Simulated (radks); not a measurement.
Results of a calculation; reference values are marked as such.
Ge2+, 30 electrons, occupied as [Ar] 3d10 4s2 (the NIST ground configuration).

Code: a radial shooting solver on a logarithmic mesh with Libxc functionals. Model: non-relativistic Kohn-Sham, PBE, spin-polarised, spherical densities, point nucleus.

Energy parts (eV):
part                       energy
total                  -56485.133
kinetic                 56449.582
electron-nucleus      -134582.073
Hartree                 23773.652
exchange-correlation    -2126.295

Orbitals (lengths in bohr, moments of r in powers of bohr; <r^-3> diverges for s and p1/2; r(max) is where P^2 peaks):
orbital  occ.  eigenvalue (eV)  <r^-3>   r(max)
1s          2        -10823.28       -  0.03158
2s          2        -1357.012       -   0.1795
2p          6        -1210.310   939.0   0.1427
3s          2        -182.8479       -   0.5516
3p          6        -134.2690   125.9   0.5471
3d         10         -49.9838   14.28   0.5026
4s          2         -28.7841       -    1.698

The highest occupied level is 4s at -28.784 eV. The electron density at the nucleus is 2.25e+04 e/bohr^3.
